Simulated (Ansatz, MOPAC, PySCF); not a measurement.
Diatomic LaCl, closed-shell singlet (lowest of 2S+1 = 1, 3, 5 at CCSD(T)/def2-TZVPP on PBE0 minima; our sources give no spin for the ground state, which may be another). No spin–orbit coupling.

Constants: fifth-degree fit in 1/R to seven points, most abundant isotopes. In def2 and cc sets the state is the lowest found near the PBE0 minimum, followed along R. The singlet is held restricted. HF and MP2 rows in def2 and cc sets belong to the determinant that coupled cluster picked by its CCSD energy.

The values were computed with Ansatz (a program for electronic structure); MOPAC for AM1, PM6, PM7 (differences of heats of formation); PySCF for LANL2DZ rows. Each number belongs to the level named beside it. In def2 rows elements past Kr take small-core potentials, without spin–orbit coupling.

```tsv
level	r_e (Å)	ω_e (cm⁻¹)	α_e (cm⁻¹)	ω_e x_e (cm⁻¹)	dipole (D)
AM1	2.500	696	0.00022	1.1	-
PM6	2.528	206	-0.00018	0.56	-
PM7	2.557	296	0.00029	0.86	-
HF/def2-TZVPP	2.586	329	0.00033	0.86	-
HF/def2-QZVPP	2.583	327	0.00033	0.87	-
SVWN5/def2-TZVPP	2.490	361	0.00035	0.97	2.76
PBE/def2-TZVPP	2.523	343	0.00036	0.95	2.89
r2SCAN/def2-TZVPP	2.530	345	0.00035	0.94	3.19
B97M-V/def2-TZVPP	2.535	343	0.00034	0.89	2.96
B3LYP/LANL2DZ	2.613	335	0.00034	1.0	4.44
B3LYP/def2-TZVPP	2.545	337	0.00035	0.92	3.28
PBE0/def2-TZVPP	2.518	348	0.00035	0.94	3.14
BHLYP/def2-TZVPP	2.545	341	0.00034	0.90	3.49
CAM-B3LYP/def2-TZVPP	2.541	342	0.00034	0.90	3.43
wB97X-V/def2-TZVPP	2.538	343	0.00034	0.90	3.41
wB97M-V/def2-TZVPP	2.539	341	0.00034	0.89	3.37
B2PLYP/def2-TZVPP	2.538	343	0.00034	0.89	-
MP2/def2-TZVPP	2.524	351	0.00034	0.87	-
MP2/def2-QZVPP	2.511	352	0.00034	0.89	-
MP2/CBS(def2-TZVPP, def2-QZVPP)	2.505	353	0.00034	0.89	-
SCS-MP2/def2-TZVPP	2.539	345	0.00033	0.86	-
SCS-MP2/def2-QZVPP	2.528	345	0.00033	0.88	-
CCSD/def2-TZVPP	2.548	341	0.00033	0.86	-
CCSD/def2-QZVPP	2.537	342	0.00033	0.88	-
CCSD(T)/def2-TZVPP	2.545	342	0.00034	0.86	-
CCSD(T)/def2-QZVPP	2.532	343	0.00034	0.89	-
CCSD(T)/CBS(def2-TZVPP, def2-QZVPP)	2.526	345	0.00034	0.90	-
```

Correlated levels freeze the inner cores; with def2 sets outer-core shells near the valence are correlated too. CBS(a, b) extrapolates the correlation energy as X⁻³ and adds the Hartree–Fock energy of set b. Rows in LANL2DZ carry no dispersion term and start afresh at each structure. LANL2DZ brings its own core potentials from Na on. The state that AM1, PM6, PM7 reach isn't checked; PM7 holds dispersion and hydrogen-bond terms.

Doubts at one or more of the structures used: a restricted determinant that unrestricted orbitals would lower (HF/def2-TZVPP, HF/def2-QZVPP, B2PLYP/def2-TZVPP, MP2/def2-TZVPP, MP2/def2-QZVPP, MP2/CBS(def2-TZVPP, def2-QZVPP), SCS-MP2/def2-TZVPP, SCS-MP2/def2-QZVPP, CCSD/def2-TZVPP, CCSD/def2-QZVPP, CCSD(T)/def2-TZVPP, CCSD(T)/def2-QZVPP, CCSD(T)/CBS(def2-TZVPP, def2-QZVPP)).
